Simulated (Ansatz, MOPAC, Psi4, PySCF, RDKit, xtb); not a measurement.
Two geometries of SMILES C(#C)C[SiH2]N (C3H7NSi), relaxed at B3LYP-D3(BJ)/def2-SVP with one dihedral held; other torsions can differ between them too.

Structure A

```
12

C     -2.2986    -0.9579    -0.6639
C     -1.5921    -0.0550    -0.2679
C     -0.6845     0.9769     0.2099
Si     1.0023     0.2448     0.7017
N      1.8559    -0.1230    -0.7651
H     -2.9433    -1.7427    -1.0103
H     -0.5119     1.7442    -0.5644
H     -1.1159     1.4905     1.0878
H      1.8098     1.2675     1.4293
H      0.7355    -0.8925     1.6373
H      2.8516    -0.3208    -0.7150
H      1.4112    -0.7512    -1.4306
```

Structure B

```
12

C      2.2856    -1.0139    -0.6541
C      1.5936    -0.0806    -0.3070
C      0.7093     0.9910     0.1212
Si    -1.0017     0.3240     0.6314
N     -1.8496     1.5543     1.5176
H      2.9077    -1.8326    -0.9607
H      0.5859     1.7424    -0.6792
H      1.1279     1.5214     0.9943
H     -0.8344    -0.8214     1.5668
H     -1.6765    -0.1582    -0.6147
H     -2.4861     1.2723     2.2568
H     -2.1989     2.3862     1.0507
```

**Question.** Which is lower in energy at the level CCSD(T) on RHF/cc-pVTZ, frozen core // B3LYP-D3(BJ)/def2-SVP (Ansatz, an electronic-structure program), and by how much?

**Answer.** A is lower, by 2.64 kJ/mol (dihedral C2–C3–Si4–N5: 75° in A, 165° in B).

E(B) − E(A) in kJ/mol at the other levels, on the same two geometries: MMFF94 // B3LYP-D3(BJ)/def2-SVP (RDKit) 3.65; B3LYP/def2-TZVP // B3LYP-D3(BJ)/def2-SVP (Psi4) 1.28; B3LYP-D3(BJ)/def2-TZVP // B3LYP-D3(BJ)/def2-SVP (Psi4) 2.25; PBE/def2-TZVP // B3LYP-D3(BJ)/def2-SVP (Psi4) 1.83; PBE-D3(BJ)/def2-TZVP // B3LYP-D3(BJ)/def2-SVP (Psi4) 2.43; M06-2X/def2-TZVP // B3LYP-D3(BJ)/def2-SVP (Psi4) 2.09; RHF/cc-pVTZ // B3LYP-D3(BJ)/def2-SVP (Ansatz) 1.49; MP2 on RHF/cc-pVTZ, frozen core // B3LYP-D3(BJ)/def2-SVP (Ansatz) 2.81; CCSD on RHF/cc-pVTZ, frozen core // B3LYP-D3(BJ)/def2-SVP (Ansatz) 2.39; UFF // B3LYP-D3(BJ)/def2-SVP (RDKit) 4.95; PM3, restricted, heats of formation // B3LYP-D3(BJ)/def2-SVP (MOPAC) 0.98; AM1, restricted, heats of formation // B3LYP-D3(BJ)/def2-SVP (MOPAC) -2.93; GFN1-xTB // B3LYP-D3(BJ)/def2-SVP (xtb) -0.01; restricted B3LYP/6-31G*, spherical d // B3LYP-D3(BJ)/def2-SVP (PySCF) 1.65; restricted Hartree-Fock/LANL2DZ, with its core potentials past Ne // B3LYP-D3(BJ)/def2-SVP (PySCF) -3.15; restricted MP2 (frozen core)/6-31G*, spherical d // B3LYP-D3(BJ)/def2-SVP (PySCF) 2.19; restricted MP2 (frozen core)/3-21G // B3LYP-D3(BJ)/def2-SVP (PySCF) -0.70.
